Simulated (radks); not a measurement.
Problem. The nitrogen anion N3-, [Ne], held by a Watson sphere: a shell of charge +2.94 at radius R that stands for the Madelung well of a crystal (potential energy -2.94/R inside, -2.94/r outside, in hartree with lengths in bohr). Method: non-relativistic Kohn-Sham, LDA (Slater exchange, Perdew-Wang correlation), spin-polarised, spherical densities, point nucleus; computed with a radial shooting solver on a logarithmic mesh with Libxc functionals. Response by self-consistent Sternheimer equations with the Hartree and adiabatic LDA kernel. The sphere does not respond.

R (bohr)  e(1s) (eV)  e(2s) (eV)  e(2p) (eV)  <r> 2p (bohr)  sum of <r^2> (bohr^2)  X-ray form factor at sin(theta)/lambda = 0.1 1/angstrom  alpha (bohr^3)
1.73         -373.10     -19.133      -7.974          1.646                  25.85                                                    8.363           15.72
2.11         -373.96     -17.266      -6.687          1.806                  30.89                                                    8.112           24.46
2.7          -374.61     -15.184      -5.120          2.045                  39.37                                                    7.748           47.41
3.04         -374.74     -14.368      -4.436          2.182                  44.76                                                    7.555           68.25
3.52         -374.80     -13.566      -3.692          2.373                  53.12                                                    7.304           110.9
3.58         -374.80     -13.489      -3.614          2.397                  54.23                                                    7.275           117.5
3.81         -374.80     -13.229      -3.341          2.488                  58.65                                                    7.167           145.8
3.95         -374.80     -13.096      -3.194          2.543                  61.45                                                    7.105           165.6

Estimate the row for R = 3.34 bohr.

Solution. e(1s) (eV) -374.79; e(2s) (eV) -13.826; e(2p) (eV) -3.944; <r> 2p (bohr) 2.301; sum of <r^2> (bohr^2) 49.87; X-ray form factor at sin(theta)/lambda = 0.1 1/angstrom 7.395; alpha (bohr^3) 92.83.
